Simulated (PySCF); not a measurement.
Cl+: ionisation energy

Cl+ [Ne] 3s2 3p4 (3P) → Cl(2+) [Ne] 3s2 3p3 (4S), as a difference of total energies. All numbers are calculated (PySCF 2.14, the spin-free X2C one-electron Hamiltonian (Gaussian nucleus), in ANO-RCC-VTZP (5s4p2d1f, 34 functions)). Correlated levels: valence: [Ne] frozen; valence and next inner shell: 1s2 frozen. The calculations carry no spin-orbit coupling.

| method | ionisation energy (eV) | error (eV) |
| --- | --- | --- |
| UHF | 22.606 | -1.165 |
| LDA | 23.953 | +0.182 |
| PBE | 23.842 | +0.071 |
| PBE0 | 23.844 | +0.073 |
| r2SCAN | 23.813 | +0.042 |
| r2SCANh | 23.809 | +0.038 |
| revPBE | 23.816 | +0.045 |
| LC-wPBE | 23.996 | +0.225 |
| M06-2X | 23.830 | +0.059 |
| MP2 (valence) | 23.364 | -0.407 |
| SCS-MP2 (valence) | 23.441 | -0.330 |
| MP2 (valence and next inner shell) | 23.368 | -0.403 |
| SCS-MP2 (valence and next inner shell) | 23.445 | -0.326 |

Reference: 23.771 eV (measured; NIST levels, between the centres of gravity of the two terms).

Errors of the correlated levels include the incompleteness of this basis and the frozen core.
